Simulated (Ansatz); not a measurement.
`OP[SiH3]` + `C=NO` → `C=NP[SiH3]` + hydrogen peroxide  (formal exchange of groups at a P–O bond)

Calculated with Ansatz (gas phase, PBE0-D4/def2-TZVP geometries, no zero-point term in ΔE). CCSD(T)/CBS is the MP2 limit (def2-TZVPP, def2-QZVPP) plus CCSD(T) − MP2 in def2-TZVPP, frozen cores. This one scheme is used for every species. Functionals use def2-TZVPP. B3LYP here is the variant with VWN-RPA as its local correlation; programs differ in this. HSE06 is defined as in plane-wave codes. One conformer a species, not always the lowest.

`OP[SiH3]`:

```xyz
8

O    -0.595   -1.781    0.177
P    -0.049   -0.715   -0.982
Si    0.103    1.146    0.292
H    -1.216   -2.392   -0.226
H     1.353   -0.970   -0.896
H     0.908    2.125   -0.487
H     0.753    0.891    1.604
H    -1.258    1.697    0.517
```

`C=NO`:

```xyz
6

C    -0.293    0.543   -0.622
N     0.617   -0.062    0.011
O     0.106   -0.856    1.016
H     0.028    1.190   -1.429
H    -1.350    0.434   -0.382
H     0.892   -1.249    1.406
```

`C=NP[SiH3]`:

Z-matrix (Å, degrees):
```
Si
P 1 2.265
H 1 1.487 2 107.3
H 1 1.487 2 109.9 3 118.2
H 1 1.488 2 112.0 3 -121.1
N 2 1.717 1 104.5 3 161.4
H 2 1.417 1 94.3 3 62.9
C 6 1.261 2 123.9 1 48.8
H 8 1.099 6 124.8 2 -6.0
H 8 1.092 6 118.9 2 174.0
```

`OO`:

Cartesian coordinates in Å:
```
O -0.729 0.147 0.150
O 0.657 -0.111 0.364
H -0.986 -0.632 -0.358
H 1.059 0.596 -0.156
```

```csv
level,ΔE (kJ/mol),difference from CCSD(T)/CBS
LDA (SPW92),177.9,4.2
PBE-D4,163.7,-10.0
revPBE-D4,156.7,-17.0
BLYP-D4,160.2,-13.5
r2SCAN-D4,171.5,-2.2
B97M-V,169.4,-4.3
PBE0-D4,169.4,-4.3
B3LYP-D4,167.2,-6.5
r2SCANh-D4,173.0,-0.7
r2SCAN0-D4,175.5,1.8
HSE06-D4,169.2,-4.5
BHLYP-D4,175.2,1.5
CAM-B3LYP-D4,176.5,2.8
ωB97X-V,174.3,0.6
ωB97M-V,174.1,0.4
B2PLYP,173.9,0.2
PBE-QIDH,176.5,2.8
revPBE,165.6,-8.1
BLYP,168.8,-4.9
r2SCAN,172.7,-1.0
PBE0,173.2,-0.5
r2SCANh,174.3,0.6
r2SCAN0,176.9,3.2
HSE06,172.8,-0.9
BHLYP,181.1,7.4
CAM-B3LYP,180.5,6.8
LC-ωPBE,180.5,6.8
RPA@PBE/def2-TZVPP,160.4,-13.3
HF/def2-SVP,180.6,6.9
MP2/def2-SVP,168.7,-5.0
CCSD/def2-SVP,167.4,-6.3
CCSD(T)/def2-SVP,163.9,-9.8
HF/def2-TZVPP,187.5,13.8
MP2/def2-TZVPP,173.9,0.2
SCS-MP2/def2-TZVPP,172.5,-1.2
HF/def2-QZVPP,189.4,15.7
MP2/def2-QZVPP,176.9,3.2
SCS-MP2/def2-QZVPP,175.4,1.7
MP2/CBS(def2),178.0,4.3
CCSD/CBS(def2),177.5,3.8
CCSD(T)/CBS,173.7,0
```

Largest T1 diagnostic among the species: 0.015.

From r2SCAN to r2SCAN0 (25 % exact exchange), in def2-TZVPP and without D4, ΔE moves by +4.2 kJ/mol. In def2-TZVPP, CCSD(T) changes the Hartree–Fock value by −17.9 kJ/mol (the triples alone add −3.8 kJ/mol) and MP2 by −13.6 kJ/mol. Leaving LDA and LC-ωPBE aside and taking each functional with its dispersion term where it has one, the values spread over 19.8 kJ/mol, from revPBE-D4 to CAM-B3LYP-D4. LDA lies +10.0 kJ/mol from PBE without D4.
